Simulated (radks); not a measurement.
Results of a calculation; reference values are marked as such.
Spherical quantum dot in the effective-mass picture: electrons in a well V = -V0 / (1 + exp((r - R)/a)) with V0 = 57.4, R = 1.39, a = 0.093, all in effective atomic units (hartree* = m*/eps^2 hartree, bohr* = eps/m* bohr), one dielectric constant everywhere. Level of theory: non-relativistic Kohn-Sham, exchange-only LDA, spin-polarised, spherical densities (a radial shooting solver with Libxc functionals). Levels are named by radial order and angular momentum (1s, 1p, 1d, 2s, ...), and open shells are averaged over m.

N = 11, configuration 1s2 1p6 1d(up 3, down 0). This is the lowest configuration that the search found. Occupied and some empty levels:

| level | occupation | eigenvalue (hartree*) | <r> (bohr*) |
|---|---|---|---|
| 1s up | 1 | -43.376 | 0.7525 |
| 1s down | 1 | -43.200 | 0.7483 |
| 1p up | 3 | -41.108 | 0.8558 |
| 1p down | 3 | -40.905 | 0.8543 |
| 1d up | 3 | -37.996 | 0.9257 |
| 1d down | 0 | -37.781 | 0.9254 |
| 2s up | 0 | -35.600 | 0.6968 |
| 2s down | 0 | -35.477 | 0.6985 |
| 1f up | 0 | -34.172 | 0.9795 |
| 1f down | 0 | -33.954 | 0.9797 |
| 2p up | 0 | -30.804 | 0.7871 |
| 2p down | 0 | -30.663 | 0.7871 |

Energy (hartree*): total -507.260, kinetic 53.692, external -615.31, Hartree 63.808, exchange-correlation -9.4504.

Electron density:

| r (bohr*) | n(r) (e/bohr*^3) |
|---|---|
| 0.0354 | 0.7330 |
| 0.124 | 0.8083 |
| 0.213 | 0.9641 |
| 0.302 | 1.192 |
| 0.391 | 1.473 |
| 0.480 | 1.773 |
| 0.569 | 2.044 |
| 0.658 | 2.225 |
| 0.747 | 2.257 |
| 0.836 | 2.099 |
| 0.925 | 1.754 |
| 1.01 | 1.282 |
| 1.10 | 0.7899 |
| 1.19 | 0.3918 |
| 1.28 | 0.1491 |
| 1.37 | 0.04244 |
| 1.46 | 0.009337 |
| 1.55 | 0.001738 |
| 1.64 | 0.0002967 |
| 1.73 | 0.00004919 |
